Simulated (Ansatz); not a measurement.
## Four-centre ligand exchange

Start structure (SnSiH₇Cl, singlet), relaxed at PBE0-D4/def2-TZVP:

```
10
angstrom
Sn -0.7427 0.9360 -1.9226
Cl 1.5592 1.2860 -1.7797
H -1.0058 0.1452 -3.4040
H -1.1574 -0.0295 -0.5856
H -1.4596 2.4759 -1.8611
H 1.2267 0.2639 1.3978
Si 0.5645 -0.9607 1.9100
H -0.8224 -0.6356 2.3332
H 0.5188 -1.9884 0.8388
H 1.3187 -1.4928 3.0735
```

The step: SnH₃Cl ([Cl][SnH3]) + SiH₄ → SnSiH₆ ([SiH3][SnH3]) + HCl; bonds formed: Sn1–Si7, Cl2–H6; bonds broken: Sn1–Cl2, H6–Si7. Ansatz 0.2.0; basis: def2-TZVPP and def2-QZVPP; cores frozen in the correlated methods. Filled d shells of the heavier atoms are correlated. Core potentials replace the inner electrons of the atoms past krypton. The def2 sets are not built for correlating such inner shells, so the correlated values are less sure here. Extrapolation: Hartree–Fock as exp(−7.88 √X), correlation as X^−2.97. Energies below are by CCSD(T) at an estimated basis limit (MP2 extrapolated from triple and quadruple zeta, plus CCSD(T) − MP2 in triple zeta).

Task: What are the electronic barrier and the energy of the step, from the start structure to the end structure? (To be estimated.)

Result: Computed: Barrier 51.59 kcal/mol; step energy 14.69 kcal/mol (uphill); reverse barrier, their difference, 36.89 kcal/mol. Barrier and step energy count from the start structure, the reverse barrier from the end structure.

The saddle point: One imaginary mode of 972i cm⁻¹.
| pair | start (Å) | saddle (Å) | end (Å) |
| --- | --- | --- | --- |
| Sn1–Si7 | 4.47 | 2.85 | 2.56 |
| Cl2–H6 | 3.35 | 1.72 | 1.28 |
| Sn1–Cl2 | 2.33 | 2.82 | 4.00 |
| H6–Si7 | 1.48 | 1.76 | 3.12 |

Zero-point energy (harmonic, PBE0-D4): ZPE is 33.30 kcal/mol at the start and 31.80 kcal/mol at the saddle, so the barrier goes from 51.59 to 50.09 kcal/mol.

T1 diagnostic: at most 0.015. The start structure is not quite a true minimum (one mode of 33i cm⁻¹).

Labels in which every atom is bracketed show which atoms are joined, not bond orders.

For scale, one of the runs: CCSD(T)/def2-TZVPP, 232 basis functions, launched by `ansatz run in.yaml --threads 4 --pin off --events-out ev --progress --plain --max-ram 9574MiB`. Time: 2.3 min of wall clock on 4 CPU threads of an Intel Xeon; the host was shared. Peak host memory: 4.1 GiB.
